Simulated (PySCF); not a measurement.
Spinor energies of Al (aluminium, neutral)

Start: [Ne] 3s2 3p1; 3p1/2 filled at m_j = +1/2. Calculated with PySCF 2.14 in an uncontracted even-tempered set (20 s from 0.0085 bohr⁻², ratio 2.8; 14 p from 0.011 bohr⁻², ratio 2.8; 5 d from 0.25 bohr⁻², ratio 3): generalised Hartree-Fock with the X2C-1e Hamiltonian and a Gaussian nucleus; one run each with spin-orbit coupling (SO) switched off, then screened by Boettger's factors, then bare.

```csv
spinor shell,electrons,"ε, spin-free (eV)","ε, screened SO (eV)","ε, bare SO (eV)",weight of nominal j (screened SO),"rms radius, screened SO (bohr)"
1s1/2,2,-1595.0,-1595.0,-1595.0,1.000,0.139
2s1/2,2,-134.01,-134.00,-134.00,1.000,0.676
2p1/2,2,-87.433,-87.864,-87.921,0.987,0.672
3s1/2,2,-10.734,-10.729,-10.728,0.996,2.81
3p1/2,1,-5.934,-5.945,-5.947,0.919,3.67
```

(1) Where does 2p3/2 lie, and what is the 2p spin-orbit splitting (screened SO)?

| quantity | spin-free | screened SO | bare SO |
| --- | --- | --- | --- |
| E (hartree) | -242.31336 | -242.31386 | -242.31399 |
| M_J | 1/2 | 1/2 | 1/2 |
| ⟨J²⟩ | 1.043 | 1.008 | 1.003 |
| ⟨L²⟩ | 2.047 | 2.047 | 2.048 |
| ⟨S²⟩ | 0.766 | 0.766 | 0.766 |

Each row is a mean over spinors that exchange with the open shell spreads, by up to 0.411 eV (2p1/2).

⟨J²⟩ departs a little from M_J(M_J + 1) because the unrestricted spinors polarise the closed shells.

Without spin-orbit coupling the j labels of p, d and f shells carry no meaning; the spin-free column gives the mean over the occupied spinors of each nl shell, and its ⟨J²⟩ belongs to a mixture of degenerate components.

Answers

(1) At -87.205 eV, 0.659 eV above 2p1/2.
